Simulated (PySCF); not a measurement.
Start geometry of `N#CC([SiH3])=C=C[SiH3]` from GFN2-xTB (Å):
```
atom  x, y, z in Å
N1     1.3125    3.1266    0.8694
C2     1.1467    2.0522    0.5001
C3     0.9921    0.7249    0.0762
Si4    2.4238   -0.4564    0.4790
C5    -0.0829    0.3501   -0.5708
C6    -1.1661   -0.0853   -1.1184
Si7   -2.6336   -0.7361   -0.1174
H8     2.5526   -0.5356    1.9347
H9     3.6439    0.0859   -0.1192
H10    2.0699   -1.7533   -0.0964
H11   -1.2771   -0.0721   -2.1935
H12   -2.8618   -2.1249   -0.5266
H13   -2.3200   -0.6619    1.3068
H14   -3.8007    0.0854   -0.4460
```

Problem. What comes out of this run: PBE0-D3(BJ)/def2-SVP geometry optimisation, gas phase (PySCF 2.14.0)?

Solution. 
```
atom  x, y, z in Å
N1     1.167    3.161    1.109
C2     0.990    2.076    0.736
C3     0.845    0.722    0.310
Si4    2.239   -0.510    0.677
C5    -0.241    0.316   -0.325
C6    -1.313   -0.133   -0.912
Si7   -2.764   -0.818    0.072
H8     2.411   -0.635    2.153
H9     3.507   -0.018    0.067
H10    1.838   -1.816    0.082
H11   -1.366   -0.099   -2.009
H12   -3.005   -2.236   -0.329
H13   -2.431   -0.742    1.522
H14   -3.989   -0.020   -0.227
```

The energy falls by 0.106 eV over 4 energy and gradient evaluations, the largest force component goes from 0.0305 to 3.6e-04 Eh/bohr, and the atoms move by 0.058 Å rms after alignment. Among the bonds, Si4–H8, Si4–H9, Si7–H12, Si7–H13 and Si7–H14 change most and about equally (+0.028 to +0.029 Å). Bonds longer at the end by more than 0.005 Å: 11 of 13; shorter: 1. Among the angles that change most is Si4–C3–C5, from 123.1° to 119.8°. Rotational constants go from 2539, 889.4, 714.4 to 2464, 890.9, 708.2 MHz. The orientation of the end geometry is arbitrary; only internal coordinates are fixed.

The run used 141 basis functions and 32 SCF cycles in all.

PBE0-D3(BJ)/def2-SVP frequencies: not computed here.
